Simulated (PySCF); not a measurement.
Compound: C3H5FTe.
Bonds: C1–C2 (double), C2–F3, C2–C4, C4–Te5. Hydrogens: H6, H7 on C1; H8, H9 on C4; H10 on Te5.

Method: PBE0-D3(BJ)/def2-SVP geometry optimisation, gas phase, def2 core potentials past Kr in PySCF; density fitting, grid level 1; the optimiser is geomeTRIC in internal coordinates, started from a GFN2-xTB structure with every atom displaced at random (about 0.01 Å).

Step 0: E = -13190.9818 eV
```
atom  x, y, z in Å  |  force x, y, z in eV/Å
C1     -1.4121    0.6555    0.2619   -2.122   2.626  -0.829
C2     -0.5415   -0.2908    0.3069    2.347  -2.508   0.606
F3     -0.4904   -1.0806    1.4037   -0.099   0.091  -0.367
C4      0.5393   -0.6303   -0.6711   -0.953   0.104   1.298
Te5     2.4554   -0.3759    0.2550    0.601  -0.158  -0.053
H6     -1.5006    1.3295   -0.6008    0.196  -0.244   0.114
H7     -2.1166    0.8394    1.0629   -0.134  -0.138   0.344
H8      0.4785   -1.6834   -0.9205    0.055  -0.544  -0.209
H9      0.4231   -0.0319   -1.5488    0.133   0.518  -0.931
H10     2.2153    1.2474    0.4297   -0.023   0.252   0.028
```

**Question.** Estimate the geometry and energy of step 1. (The exact step hangs on the optimiser's Hessian estimate; all steps are aligned on step 0, rigid shifts and turns removed.)

**Answer.** E = -13191.1341 eV, largest force 0.623 eV/Å
```
atom  x, y, z in Å  |  force x, y, z in eV/Å
C1     -1.4453    0.6746    0.2641    0.435  -0.342   0.130
C2     -0.5601   -0.3271    0.3586   -0.405   0.426  -0.205
F3     -0.6333   -1.1844    1.3741    0.114  -0.092   0.075
C4      0.5186   -0.6271   -0.6058    0.002  -0.050  -0.076
Te5     2.5367   -0.3347    0.1815   -0.050   0.056   0.028
H6     -1.3847    1.3700   -0.5680   -0.033   0.098  -0.091
H7     -2.2017    0.8162    1.0335   -0.103  -0.003   0.034
H8      0.5003   -1.6951   -0.8754    0.021   0.039  -0.016
H9      0.4223   -0.0220   -1.5189    0.005  -0.088   0.124
H10     2.2976    1.3087    0.3352    0.014  -0.045  -0.003
```

The energy changes by -0.1523 eV. The first-order estimate −F·Δx gives -0.3713 eV and the mean of the old and new forces, exact on a quadratic surface, -0.1599 eV. The step makes an angle of 78° with the force vector and moves no atom by more than 0.179 Å.

The cost below is that of the whole optimisation. The run took 25 s on one thread of an Arm Neoverse V2, no GPU (shared host), and the process peaked at 0.44 GiB of memory.
